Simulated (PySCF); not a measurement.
Vertical excitations of a molecule C5H6Si from TDDFT-CAM-B3LYP/def2-SVPD in PySCF, as energy in eV (oscillator strength): 5.95 (0.000), 5.96 (0.001), 6.18 (0.000), 6.19 (0.001), 6.25 (0.006), 6.30 (0.002), 7.78 (0.165), 7.91 (0.024), 7.97 (0.030), 8.03 (0.002). Lowest triplet (TDA): 4.88 eV. The structure is a stationary point at B3LYP-D3(BJ)/def2-SVP. One conformer was computed; it need not be the lowest.

Question: Which structure fits?
A) C#CC([SiH3])=C=C
B) C#C[SiH](C)C#C
C) C#CC[SiH2]C#C
D) C#CC1=C[SiH2]C1

Answer: B, C#C[SiH](C)C#C
